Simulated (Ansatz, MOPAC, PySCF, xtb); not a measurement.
Torsion F1–Te2–S3–H4 in FHSTe (SMILES F[Te]S); at each angle all else is relaxed with GFN2-xTB, and the levels are single points there.
Geometry at 270° (charge 0, multiplicity 1):
```xyz
4

F      1.7731    -0.7521     0.1212
Te     0.9240     1.0217    -0.3178
S     -1.2327     0.4491     0.4020
H     -1.7148    -0.0411    -0.7403
```

On the grid 0° to 330°, 0° is the highest and 270° the lowest point at MP2/CBS(def2-TZVPP, def2-QZVPP) + ΔCCSD(T)/def2-TZVPP.

Cores are frozen in the correlated methods. Filled d and f shells under p-block atoms count as core. CBS: X⁻³ extrapolation of the correlation energy, Hartree–Fock from the larger set. Rows in 3-21G, LANL2DZ carry no dispersion term and start afresh at each structure; the Pople sets are all-electron and without relativity. LANL2DZ brings its own core potentials from Na on. The state reached by AM1, PM3 isn't checked.

Run with Ansatz (Gaussian basis) for Hartree–Fock, density functionals and correlated methods; MOPAC for AM1, PM3 (differences of heats of formation); PySCF for 3-21G rows, LANL2DZ rows, the dispersion terms; xtb for the GFN methods. Each number belongs to the level named beside it. In def2 rows elements past Kr take small-core potentials, without spin–orbit coupling.

```tsv
level	energy at 0° less that at 270° (kJ/mol)
GFN-FF	-3.2
AM1	-2.6
PM3	3.4
SVWN5/def2-TZVPP	52.1
r2SCAN-D3(BJ)/def2-TZVPP	49.9
B3LYP/3-21G	27.2
B3LYP/LANL2DZ	33.8
MP2/CBS(def2-TZVPP, def2-QZVPP)	?
MP2/CBS(def2-TZVPP, def2-QZVPP) + ΔCCSD(T)/def2-TZVPP	?
```

### Question
Complete the blanks.

### Answer

- MP2/CBS(def2-TZVPP, def2-QZVPP), energy at 0° less that at 270° (kJ/mol): 45.3
- MP2/CBS(def2-TZVPP, def2-QZVPP) + ΔCCSD(T)/def2-TZVPP, energy at 0° less that at 270° (kJ/mol): 42.8

Ansatz is a first-principles code.
